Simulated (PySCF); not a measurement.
Species: C₇H₈Cl (doublet state).
Atom-mapped SMILES: `[CH3:1][C:2]1=[CH:3][CH:4]=[CH:5][CH2:6][C:7]1[Cl:8]` (hydrogens: H9, H10, H11 on C1; H12 on C3; H13 on C4; H14 on C5; H15, H16 on C6)

Method: UKS B3LYP, pcH-1 on C Cl H, non-relativistic, mean-field spin-orbit, GIAO (PySCF). Geometry: GFN2-xTB; no solvent, vibrations or thermal averaging. The geometry wasn't refined by DFT: couplings that depend on bond lengths, twists or pyramidal angles can differ widely from those at the functional's own minimum. Stability of the SCF solution: not tested. ⟨S²⟩ is 0.786 where a pure state has 0.75.

**Question.** Break the g tensor into its mass correction, gauge correction and orbital-Zeeman/spin–orbit terms.

**Answer.** 
```csv
Δg (ppm),1,2,3
relativistic mass correction,-152,-152,-152
gauge correction,0,33,27
orbital Zeeman/spin–orbit,-271,2135,2964
total,-423,2016,2840
```

So g = 2.00190, 2.00434, 2.00516 and g_iso = 2.00380; the tensor is rhombic: the two nearest values differ by 25 % of g3 − g1. Axes: g2 points within 1° of the C5–C6 bond.

**Question.** At 93.699 GHz, how far is the centre of the isotropic spectrum from where a free electron (g = 2.002319) resonates?

**Answer.** B = hν/(g μB) with μB/h = 13.99624 MHz/mT gives 3343.41 mT for the free electron and 3340.95 mT at g_iso, 2.47 mT lower.

**Question.** Average each term over the three axes. Which is largest in size?

**Answer.** The orbital-Zeeman/spin–orbit term 1609, the mass correction -152 and the gauge correction 20 ppm, for a total of 1478 ppm. The orbital-Zeeman/spin–orbit term is the largest in size. The mass correction is the same along every axis, so the anisotropy comes from the other two: their spans along these axes are 33 (gauge) and 3236 ppm (orbital Zeeman/spin–orbit).

**Question.** In a frozen sample, at which fields do the three g values resonate at 9.5, 34, 94 and 263 GHz (hyperfine left aside), and which band first spreads them over more than twice a line width of 0.5 mT?

**Answer.** 
| band | GHz | B(g3) mT | B(g2) mT | B(g1) mT | spread mT |
| --- | --- | --- | --- | --- | --- |
| X | 9.5 | 338.50 | 338.64 | 339.06 | 0.55 |
| Q | 34.0 | 1211.49 | 1211.98 | 1213.46 | 1.97 |
| W | 94.0 | 3349.40 | 3350.78 | 3354.86 | 5.46 |
| J | 263.0 | 9371.20 | 9375.06 | 9386.48 | 15.27 |

The spread grows in proportion to the frequency. Q band is the first where it exceeds 1.0 mT.

Largest spin populations (Mulliken): C3 (+0.55), C5 (+0.41), C7 (+0.41) and C2 (-0.21). Three atoms exceed +0.15. The positive populations add up to 1.55 and the negative ones to -0.55, together 2S = 1. The angles at C3 add up to 360.0°, so it is planar.

The HOMO–LUMO gaps are 4.39 eV among the α and 4.36 eV among the β orbitals.

The SMILES draws the unpaired electron on C7; the largest computed Mulliken spin population is on C3 (0.55 against 0.41).
